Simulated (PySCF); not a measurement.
Can point charges reproduce the dipole moment of `CC#CCCOC(=O)/C=C/F`?

Coordinates (GFN2-xTB, Å) and charges (e) from the PBE0/pcSseg-1 density (PySCF):

```
atom       x       y       z  Mulliken      IAO  Hirshfeld  ESP-fitted
  C1   4.730   0.050  -0.086   -0.1897  -0.4357    -0.0976     -0.5119
  C2   3.311  -0.058  -0.345   -0.2838  -0.0529    -0.0568     +0.1114
  C3   2.138  -0.140  -0.574   -0.0919  -0.0815    -0.0641     -0.3187
  C4   0.714  -0.234  -0.835   -0.2078  -0.2833    -0.0624     -0.0363
  C5  -0.034  -0.712   0.413   +0.0739  -0.0544    +0.0128     +0.0733
  O6  -1.427  -0.877   0.149   -0.4848  -0.3408    -0.0962     -0.4012
  C7  -2.189   0.220   0.192   +0.5204  +0.5144    +0.2041     +0.7159
  O8  -1.782   1.325   0.456   -0.4213  -0.4847    -0.2586     -0.5091
  C9  -3.593  -0.112  -0.122   -0.3008  -0.2716    -0.0943     -0.5297
 C10  -4.515   0.840  -0.123   +0.3368  +0.2060    +0.0820     +0.2408
 F11  -5.792   0.598  -0.403   -0.2560  -0.2449    -0.0660     -0.1496
 H12   5.007   1.097   0.042   +0.1478  +0.1712    +0.0597     +0.1829
 H13   5.294  -0.365  -0.920   +0.1466  +0.1708    +0.0595     +0.1791
 H14   4.987  -0.496   0.821   +0.1458  +0.1705    +0.0592     +0.1739
 H15   0.334   0.750  -1.124   +0.1693  +0.1757    +0.0510     +0.1170
 H16   0.533  -0.933  -1.657   +0.1544  +0.1646    +0.0521     +0.1100
 H17   0.098   0.011   1.224   +0.1400  +0.1566    +0.0413     +0.0927
 H18   0.321  -1.695   0.728   +0.1374  +0.1609    +0.0508     +0.1017
 H19  -3.821  -1.141  -0.347   +0.1364  +0.1819    +0.0554     +0.2387
 H20  -4.320   1.881   0.098   +0.1273  +0.1771    +0.0685     +0.1190
```

**Question.** What dipole does each set of charges give (1 e·Å = 4.803 D), and what does the density give?

**Answer.** The full density gives (1.30, -1.05, -0.09) D, 1.67 D in size; dipole vectors point from the negative to the positive end.

```
    scheme    μx     μy     μz  size (D)  share of the full size (%)  angle to the full dipole (°)
  Mulliken  2.55   0.16   0.42      2.59                         155                            44
       IAO  2.13  -0.97   0.16      2.34                         140                            16
 Hirshfeld  0.66  -0.85  -0.07      1.08                          64                            13
ESP-fitted  1.33  -1.01  -0.10      1.68                         100                             2
```

**Question.** Which set comes closest?

**Answer.** Length of the difference vector: ESP-fitted 0.06 D, Hirshfeld 0.67 D, IAO 0.87 D, Mulliken 1.81 D. Closest: ESP-fitted. The schemes that divide the density aren't constrained to reproduce the dipole.

**Question.** What is left for the Hirshfeld atoms' own dipoles?

**Answer.** The shares of the density sum to the whole, so what Σ q r misses lies in dipoles about the nuclei. The atomic dipoles sum to (1.30, -1.05, -0.09) − (0.66, -0.85, -0.07) = (0.64, -0.20, -0.02) D, 0.67 D in size.

**Question.** With the origin at the mean of the coordinates, (0.000, 0.001, -0.121) Å, which are the largest single terms, by size, of the Mulliken dipole along the direction of the full one?

**Answer.** C10 -6.52, F11 +5.97, C7 -4.63, O8 +4.54, C9 +3.93 D; all 20 atoms together +1.86 D. The single terms depend on the origin, their sum doesn't.

**Question.** Give the size of the full dipole in other units.

**Answer.** 1.67 D = 0.658 au = 0.348 e·Å = 5.57 × 10⁻³⁰ C·m.

The structure is a single GFN2-xTB conformer in the gas phase; no vibrational or solvent corrections. GFN2-xTB frequencies show an imaginary mode (24i cm⁻¹), so this geometry is no minimum at that level.

Conformer computed: `[CH3:1][C:2]#[C:3][CH2:4][CH2:5][O:6][C:7](=[O:8])/[CH:9]=[CH:10]/[F:11]`: C3–C4–C5–O6 -177°, C4–C5–O6–C7 -82°, C5–O6–C7–O8 -1°, O6–C7–C9–C10 180°.
